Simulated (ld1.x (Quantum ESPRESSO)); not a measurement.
**u(r) = r·R(r): atom against pseudo-atom (terbium)**

Columns: radius, all-electron u(r) and pseudo u(r) of the 4f shell (level -9.43 eV) of terbium in the configuration [Kr] 4d10 4f9 5s2 5p6 5d0 6s1 6p0; PBEsol, scalar-relativistic, TM semilocal scheme, ld1.x (Quantum ESPRESSO) 7.5.

```csv
r (bohr),all-electron,pseudo
0.130,0.1580,0.0120
0.260,0.6129,0.1534
0.390,0.9443,0.5303
0.520,1.0619,0.9758
0.650,1.0420,1.2101
0.780,0.9602,1.1688
0.910,0.8589,0.9903
1.040,0.7577,0.8097
1.170,0.6645,0.6759
1.300,0.5814,0.5822
1.430,0.5088,0.5088
1.560,0.4457,0.4457
1.690,0.3911,0.3911
1.820,0.3439,0.3439
1.950,0.3031,0.3031
2.080,0.2678,0.2678
2.210,0.2371,0.2371
2.340,0.2104,0.2104
2.470,0.1871,0.1871
2.600,0.1668,0.1668
2.730,0.1490,0.1490
2.860,0.1333,0.1333
2.990,0.1195,0.1195
3.120,0.1073,0.1073
3.250,0.0966,0.0966
3.380,0.0870,0.0870
```

How many radial nodes do the two functions have?

The all-electron 4f function has n − l − 1 = 0; the pseudo-wave has 0.

At about which radius was the pseudo-wave matched?

1.45 bohr, where the columns begin to agree (steps of 0.13 bohr).

Is the pseudo-wave norm-conserving?

Yes: the TM semilocal scheme keeps the norm inside the radius equal to the all-electron one, which fixes the energy derivative of the logarithmic derivative at the level.
